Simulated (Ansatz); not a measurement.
Start from `O=CC(F)(F)[SiH3]` and change one atom or group to get `OC(F)(F)[SiH3]`.

Ansatz, PBE0-D4/def2-TZVP geometries, multiplicity 1. Each molecule was computed in one conformer, which needn't be the lowest.

| property | `O=CC(F)(F)[SiH3]` |
| --- | --- |
| size of the dipole moment (B3LYP/def2-TZVPP) / D | 2.49 |
| HOMO–LUMO gap (ωB97M-V/def2-TZVPP) / eV | 10.74 |
| HOMO energy (PBE0/def2-TZVPP) / eV | -7.99 |
| LUMO energy (PBE0/def2-TZVPP) / eV | -1.87 |
| HOMO energy (B3LYP/def2-TZVPP) / eV | -7.79 |
| size of the dipole moment (PBE/def2-TZVPP) / D | 2.27 |

Question: Give the same properties after the change, and the shifts. (Estimate.)

Answer: Ansatz gave: 
| property | `OC(F)(F)[SiH3]` | shift |
| --- | --- | --- |
| size of the dipole moment (B3LYP/def2-TZVPP) / D | 0.79 | -1.70 |
| HOMO–LUMO gap (ωB97M-V/def2-TZVPP) / eV | 13.67 | 2.93 |
| HOMO energy (PBE0/def2-TZVPP) / eV | -9.38 | -1.39 |
| LUMO energy (PBE0/def2-TZVPP) / eV | 0.37 | 2.24 |
| HOMO energy (B3LYP/def2-TZVPP) / eV | -9.18 | -1.39 |
| size of the dipole moment (PBE/def2-TZVPP) / D | 0.71 | -1.56 |

With PBE0 the HOMO falls by 1.39 eV and the LUMO rises by 2.24 eV, so the gap widens by about 3.63 eV. PBE moves the HOMO by -1.46 eV and ωB97M-V by -1.34 eV. Dipoles are sizes alone; their direction can turn.

B3LYP here is the variant with VWN-RPA as its local correlation; programs differ in this.
